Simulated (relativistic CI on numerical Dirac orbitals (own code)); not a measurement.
# Ni4+ in a cubic cluster: 3s photoemission with charge transfer

Computed with a charge-transfer multiplet model of a cubic metal-ligand cluster with up to 3 ligand holes, Slater and spin-orbit integrals from Dirac-Coulomb-Breit ions, Slater integrals scaled by 0.8. The ground state mixes d6 with configurations of k ligand holes L, whose averages lie at kΔ + k(k − 1)U_dd/2; a core hole lowers each added d electron by U_cd. 300 K, Lorentzian 1.4 eV and Gaussian 0.8 eV FWHM.

Atomic integrals in eV (Slater integrals scaled, ζ unscaled), ground: F2dd 11.354, F4dd 7.124, zeta_d 0.099; with the core hole: F2dd 12.087, F4dd 7.618, zeta_d 0.110, G2cd 11.654.

Cluster parameters (eV): Δ = 1.9, U_dd = 7.1, 10Dq = 1.8, 10Dq(ligand) = 0.7, V(eg) = 1.65, V(t2g) = -0.9, final-state hopping factor = 1.

Weights, n_d and S are thermal averages at 300 K. Binding energies count from the first peak over 30 % of the highest in each spectrum, which can be another peak from case to case. The parameters are a model scan and need not match a compound or its usual spin state. Peaks in eV (height, largest 100): 0.0 (100), 4.7 (61), 8.5 (34), 10.7 (29).

Q: Which parameters give this spectrum?
A. U_cd = 10.3 eV
B. U_cd = 7.9 eV
C. U_cd = 7.3 eV
D. U_cd = 9.7 eV
E. U_cd = 9.1 eV

A: C. U_cd = 7.3 eV; the ground state then has 6.46 d electrons and S = 0.22. The choice follows from running the model for each set and comparing peak positions and heights. Without intra-shell correlation the exchange splitting of the 3s hole comes out too large.
